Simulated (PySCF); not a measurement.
C3H11BSi, SMILES CB(C)C[SiH3]. Geometry: PBE-D3(BJ)/def2-SVP. This is a generated structure with no PubChem entry under its InChIKey; it may be hypothetical. The values are those of a single conformer.

Computed equilibrium geometry at PBE-D3(BJ)/def2-SVP (PySCF confirms it by a frequency run) as bond lengths and angles (one conformer of several):
Atoms: Si1 C2 B3 C4 C5 H6 H7 H8 H9 H10 H11 H12 H13 H14 H15 H16. Bonds (Å): Si1–C2 1.903, Si1–H6 1.506, Si1–H7 1.506, Si1–H8 1.506, C2–B3 1.569, C2–H9 1.111, C2–H10 1.111, B3–C4 1.579, B3–C5 1.580, C4–H11 1.109, C4–H12 1.117, C4–H13 1.109, C5–H14 1.111, C5–H15 1.116, C5–H16 1.108. Bond angles (°): C2–Si1–H6 110.7, C2–Si1–H7 110.7, C2–Si1–H8 110.7, H6–Si1–H7 108.2, H6–Si1–H8 108.3, H7–Si1–H8 108.2, Si1–C2–B3 107.8, Si1–C2–H9 105.3, Si1–C2–H10 105.5, B3–C2–H9 113.8, B3–C2–H10 113.9, H9–C2–H10 109.8, C2–B3–C4 119.7, C2–B3–C5 120.7, C4–B3–C5 119.6, B3–C4–H11 114.5, B3–C4–H12 105.6, B3–C4–H13 114.6, H11–C4–H12 105.9, H11–C4–H13 109.5, H12–C4–H13 105.9, B3–C5–H14 112.3, B3–C5–H15 107.1, B3–C5–H16 115.6, H14–C5–H15 104.8, H14–C5–H16 109.3, H15–C5–H16 107.1.
Charge 0, spin multiplicity 1.
